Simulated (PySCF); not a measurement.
A calculated (TPSS, PySCF 2.14, 6-31G*, the non-relativistic Hamiltonian (point nucleus)) atom or ion has these occupied shells.

```csv
shell,electrons,orbital energy (eV),"rms radius, mean of both spins (bohr)"
1s α,1,-5849.8,0.0743
1s β,1,-5849.8,0.0743
2s α,1,-664.05,0.320
2s β,1,-662.54,0.320
2p α,3,-563.48,0.289
2p β,3,-562.26,0.289
3s α,1,-79.027,0.979
3s β,1,-74.253,0.979
3p α,3,-51.272,1.06
3p β,3,-46.432,1.06
3d α,5,-8.335,1.42
```

Task: Name the element and its charge.

Result: Cr⁺ (chromium, charge +1), in [Ar] 3d5, high-spin 6S determinant.
